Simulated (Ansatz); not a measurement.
## Energy profile

The step: GeH₄ + SiH₃ → GeH₃ + SiH₄; bonds formed: H1–Si3; bonds broken: H1–Ge2 (atoms numbered as in the saddle structure below).

H1  (-0.008, 0.068, -0.048)
Ge2  (-0.284, 1.461, -0.986)
Si3  (0.293, -1.497, 1.009)
H4  (-0.786, 1.039, -2.377)
H5  (-1.344, 2.332, -0.290)
H6  (1.031, 2.246, -1.120)
H7  (1.448, -2.242, 0.440)
H8  (0.586, -1.073, 2.405)
H9  (-0.936, -2.333, 0.967)
(Å)

Electronic energies by CCSD(T) at an estimated basis limit (MP2 extrapolated from triple and quadruple zeta, plus CCSD(T) − MP2 in triple zeta), on PBE0-D4/def2-TZVP structures; GeSiH₇, doublet; no counterpoise correction; spin–orbit coupling, which lowers free halogen atoms and radicals such as OH and SH, is left out. Ansatz 0.2.0; basis: def2-TZVPP and def2-QZVPP; cores frozen in the correlated methods; orbitals are unrestricted. Filled d shells of the heavier atoms are correlated. The def2 sets are not built for correlating such inner shells, so the correlated values are less sure here. Extrapolation: Hartree–Fock as exp(−7.88 √X), correlation as X^−2.97.

Q: Give the profile in kcal/mol, counted from the separated reactants. (To be estimated.)

A: By the calculation:
```tsv
point	kcal/mol
separated: GeH₄ (H1, Ge2, H4, H5, H6; singlet) + SiH₃ (Si3, H7, H8, H9; doublet)	0.00
start structure	-0.11
saddle	6.13
end structure	-5.95
separated: SiH₄ (H1, Si3, H7, H8, H9; singlet) + GeH₃ (Ge2, H4, H5, H6; doublet)	-5.76
```

T1 diagnostic: at most 0.016. ⟨S²⟩ of the unrestricted Hartree–Fock references: 0.75 to 0.77 (a pure state has 0.75). The start structure is not quite a true minimum (one mode of 55i cm⁻¹). The end structure is not quite a true minimum (one mode of 55i cm⁻¹).

Radical steps of this kind take place in plasma deposition and etching.

For scale, one of the runs: CCSD(T)/def2-TZVPP, 188 basis functions, launched by `ansatz run in.yaml --threads 4 --pin off --events-out ev --progress --plain --max-ram 9574MiB`. The run took 87 s on 4 CPU threads of an Intel Xeon Platinum 8259CL (shared host), with 4.8 GiB of host memory at its peak.
